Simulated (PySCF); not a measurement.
C₈H₇FO.
Bonds: C1–C2, C2–C3 (aromatic), C3–C4 (aromatic), C4–C5 (aromatic), C5–C6 (aromatic), C6–C7, C7–O8 (double), C7–F9, C6–C10 (aromatic), C2–C10 (aromatic). Hydrogens: H11, H12, H13 on C1; H14 on C3; H15 on C4; H16 on C5; H17 on C10.

NICS is the negative of the GIAO shielding at a point without a nucleus: at the ring centre (0) and 1 Å above and below it (1); zz is the component along the ring normal. Level: GIAO PBE0/pcSseg-1 (PySCF, non-relativistic, gas phase) on the GFN2-xTB geometry, one conformer.

Ring bond lengths (Å), with Mayer bond orders in brackets: C2–C3 1.394 (1.38), C3–C4 1.384 (1.45), C4–C5 1.383 (1.43), C5–C6 1.394 (1.36), C6–C10 1.397 (1.35), C10–C2 1.384 (1.41).

Q: What do the NICS probes read (ppm)?

A: 
```csv
ring,type,NICS(0),"NICS(1), two faces","NICS(1)zz, two faces",rms pucker (Å),"centre to ring atoms, mean (Å)"
C2–C3–C4–C5–C6–C10,6-membered carbocycle; formal bonds all aromatic,-8.4,-11.2 / -11.2,-27.2 / -27.1,0.00,1.39
```

Q: What can be read from them?

A: 
- C2–C3–C4–C5–C6–C10: mean NICS(1)zz -27.2 ppm, shielded. For a flat ring without four-coordinate atoms the NICS criterion counts such a value as aromatic.

Q: And the bond-length index? HOMA = 1 − mean of α(R − Ropt)² over the ring bonds, with Krygowski's 1993 parameters (CC: Ropt 1.388 Å, α 257.7 Å⁻²).

A: 
- C2–C3–C4–C5–C6–C10: HOMA 0.99 = 1 − EN − GEO, with mean bond length 1.389 Å, EN = α(Ropt − mean)² = 0.000 and GEO = α × variance = 0.009. The geometric and the magnetic index point the same way.

Q: Give the inner angles of the rings and the Hirshfeld charges of the ring atoms.

A: 
- C2–C3–C4–C5–C6–C10: C2 118.5° (+0.017 e), C3 121.2° (-0.033 e), C4 120.3° (-0.042 e), C5 119.2° (-0.041 e), C6 120.2° (-0.026 e), C10 120.7° (-0.037 e); sum 720.0° against 720° for a flat convex ring.

Q: What are the shieldings of the ring atoms and their hydrogens in the same run (means over atoms taken as equivalent)?

A: 
| atoms | environment | σ isotropic (ppm) |
| --- | --- | --- |
| C2 | substituted aromatic carbon | 42.0 |
| C3 | aromatic CH carbon | 44.7 |
| C4 | aromatic CH carbon | 52.7 |
| C5 | aromatic CH carbon | 51.1 |
| C6 | substituted aromatic carbon | 57.2 |
| C10 | aromatic CH carbon | 46.6 |
| H14 | aromatic hydrogen | 23.89 |
| H15 | aromatic hydrogen | 23.96 |
| H16 | aromatic hydrogen | 23.47 |
| H17 | aromatic hydrogen | 23.31 |

On an Arm Neoverse V1 with one thread, shared host, this took 44 s of wall time (grids of density and orbitals included) and 0.91 GiB of memory at its peak. This is the whole shielding run at PBE0/pcSseg-1, SCF included.

Conformer computed: `[CH3:1][c:2]1[cH:3][cH:4][cH:5][c:6]([C:7](=[O:8])[F:9])[cH:10]1`: C5–C6–C7–O8 180°.
